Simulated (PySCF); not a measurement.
A structure optimised at PBE-D3(BJ)/def2-TZVP, used in a PySCF frequency run:

```
Ti
F 1 1.7418
H 1 1.7076 2 107.83
H 1 1.7076 3 111.07 2 117.93
H 1 1.7076 3 111.07 2 -117.93
```

Problem. Write its SMILES, formula and point group.

Solution. [F][TiH3], FH3Ti, C3v

Problem. What are its rotational constants (standard atomic weights)?

Solution. 63.242, 10.474, 10.474 GHz
